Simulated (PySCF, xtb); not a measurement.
(Z)-1-chloro-1,2-difluoroprop-1-ene (C₃H₃ClF₂), SMILES C(/Cl)(F)=C(\C)F.

GFN2-xTB (xtb) at its own geometry gives an orbital gap of 4.54 eV and a dipole moment of 1.86 D.

Geometry: B3LYP-D3(BJ)/def2-SVP.

Q: What does PBE/def2-TZVP run with PySCF give? (The exact figures need the calculation; the answer reports its results.)

A: gap 5.03 eV (levels -5.79 and -0.76 eV), dipole 1.65 D.
